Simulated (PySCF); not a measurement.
Species: C3H6BrF.
Numbering: `[CH3:1][C@H:2]([F:3])[CH2:4][Br:5]` (hydrogens: H6, H7, H8 on C1; H9 on C2; H10, H11 on C4)

All values: CAM-B3LYP/def2-SVPD (PySCF, non-relativistic), on one gas-phase PBE0-D3(BJ)/def2-SVP geometry that isn't relaxed in the solvent. The solvent is an IEF-PCM continuum (van der Waals radii × 1.2). Only the electrostatic response of the medium enters. Spin–orbit coupling is left out although an atom past zinc is present.

Gas phase at CAM-B3LYP/def2-SVPD: HOMO -9.37 eV, LUMO 0.64 eV, dipole 3.06 D.

Problem. What does the continuum do to the energy, the frontier levels and the dipole at CAM-B3LYP/def2-SVPD in acetone and water?

Solution. 
```json
{"solvent": "acetone", "ε": "20.49", "E(solvent) − E(gas) (kcal/mol)": "-5.07", "polarisation term (kcal/mol)": "-6.11", "distortion of the solute (kcal/mol)": "1.04", "HOMO (eV)": "-9.46", "LUMO (eV)": "0.75", "dipole (D)": "4.07"}
{"solvent": "water", "ε": "78.36", "E(solvent) − E(gas) (kcal/mol)": "-5.41", "polarisation term (kcal/mol)": "-6.60", "distortion of the solute (kcal/mol)": "1.19", "HOMO (eV)": "-9.47", "LUMO (eV)": "0.75", "dipole (D)": "4.14"}
```

The polarisation term is half the interaction of the solute with the surface charges that it induces; the rest is the cost of distorting the solute's density. The sum is the electrostatic part of solvation alone. From acetone to water the lowering changes by a factor 1.07, Onsager's factor (ε − 1)/(2ε + 1) by 1.06 and ε itself by 3.8.

Problem. Which radius a makes the point-dipole formula ΔE = −[(ε − 1)/(2ε + 1)]·μ²/a³ give the value in water, with the gas-phase dipole?

Solution. μ = 1.205 au and |ΔE| = 0.00862 Eh give a = 2.31 Å; the farthest nucleus lies 2.91 Å from the centroid of the nuclei, so such a sphere wouldn't even hold the nuclei. The formula assumes a rigid point dipole at the centre of a sphere.

Problem. How does the static polarisability (CAM-B3LYP/def2-SVPD, frozen core, with the continuum's full static response) change?

Solution. 
```
 medium  isotropic (au)  principal values (au)  ⟨r²⟩ of the electrons (bohr²)
    gas            61.1       52.7, 54.3, 76.1                          869.4
acetone            80.6       72.5, 73.3, 96.0                          869.3
  water            82.2       74.3, 74.9, 97.3                          869.3
```

The isotropic value in water is 1.35 times the gas-phase one; no cavity-field correction is applied. ⟨r²⟩ is taken about the centre of nuclear charge.

On Arm Neoverse V2, one thread, shared host with 192 logical CPUs at a one-minute load of 78, this took 17 s and 0.81 GiB of memory at its peak. This is the whole response run at CAM-B3LYP/def2-SVPD in water, SCF included.

The values belong to the conformer `[CH3:1][C@H:2]([F:3])[CH2:4][Br:5]`: C1–C2–C4–Br5 -177°.
